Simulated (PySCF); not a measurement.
## Property card for HSiCl(SBu)2 (`C(CCS[SiH](SCCCC)Cl)C`)

Compound: HSiCl(SBu)2, C8H19ClS2Si.
SMILES with atom numbers: `[CH3:1][CH2:2][CH2:3][CH2:4][S:5][SiH:6]([Cl:7])[S:8][CH2:9][CH2:10][CH2:11][CH3:12]` (hydrogens: H13, H14, H15 on C1; H16, H17 on C2; H18, H19 on C3; H20, H21 on C4; H22 on Si6; H23, H24 on C9; H25, H26 on C10; H27, H28 on C11; H29, H30, H31 on C12)

**PBE0-D3(BJ)/def2-SVP geometry optimisation, gas phase (PySCF)**

| Item | Value |
| --- | --- |
| Point group | C1 |
| Rotational constants A, B, C | 0.718, 0.248, 0.223 GHz |

**B3LYP/def2-SVPD ground state and vertical TDDFT (core frozen in the response) (PySCF)**

| Item | Value |
| --- | --- |
| Dipole moment | 1.92 D |
| HOMO energy | -6.73 eV |
| LUMO energy | -0.68 eV |
| HOMO–LUMO gap | 6.05 eV |
| Lowest singlet excitation | 5.01 eV (247 nm, f = 0.012) |
| Strongest line among the 10 lowest singlet transitions | S6 at 6.22 eV (199 nm, f = 0.067) |
| Lowest triplet excitation (Tamm–Dancoff) | 4.74 eV |
| Static isotropic polarisability | 183.8 au |
| Electronic spatial extent ⟨r²⟩ about the centre of nuclear charge | 5366 bohr² |

**HF/pcSseg-1 ground state and GIAO shieldings, non-relativistic (PySCF)**

| Quantity | Value |
| --- | --- |
| 13C chemical shifts (computed TMS as zero) by class | 31.3 (C3/C10), 27.6 (C4/C9), 21.5 (C2/C11), 15.6 (C1/C12) ppm |
| 1H chemical shifts (computed TMS as zero) by class | 5.45 (H22), 2.63 (H21/H24), 2.20 (H20/H23), 1.34 (H17/H28), 1.17 (H19/H25), 1.08 (H18/H26), 1.02 (H13/H14/H15/H29/H30/H31), 0.88 (H16/H27) ppm |
| Isotropic shieldings of nuclei other than C and H, by class | 373 (Si6), 674 (S5/S8), 972 (Cl7) ppm |

Monoisotopic mass (most abundant isotopes): 242.0386 u.

S1 lies 1.04 eV below the HOMO–LUMO gap; its leading configuration is HOMO→LUMO, weight 0.94. The rotational constants make it an asymmetric top with κ = (2B − A − C)/(A − C) = -0.90, nearer the prolate limit (−1). The dipole matches unit charges of opposite sign 0.40 Å apart (1 e·Å = 4.8032 D). The largest Löwdin shares of the LUMO are 0.18 on S8, 0.18 on Si6, 0.17 on Cl7 and 0.17 on S5. In wavenumbers S1 is 40400 cm⁻¹ (1 eV = 8065.54 cm⁻¹). With B = h/(8π²I), that is 505.379 GHz u Å² over I, the principal moments of inertia are 704.0, 2040.6 and 2266.1 u Å² (most abundant isotopes). The vertical singlet–triplet gap S1 − T1 is 0.27 eV (TDDFT singlet less Tamm–Dancoff triplet; S1: HOMO→LUMO, weight 0.94; T1: HOMO→LUMO, weight 0.91). A dipole of 1.92 D is allowed in C1, and pure rotational transitions are dipole-allowed.

 NMR classes are plain means over equivalent atoms (diastereotopic ones count apart unless rotation or inversion swaps them), as if these changed places fast; in this geometry the members of some classes differ.

One conformer stands for the species.
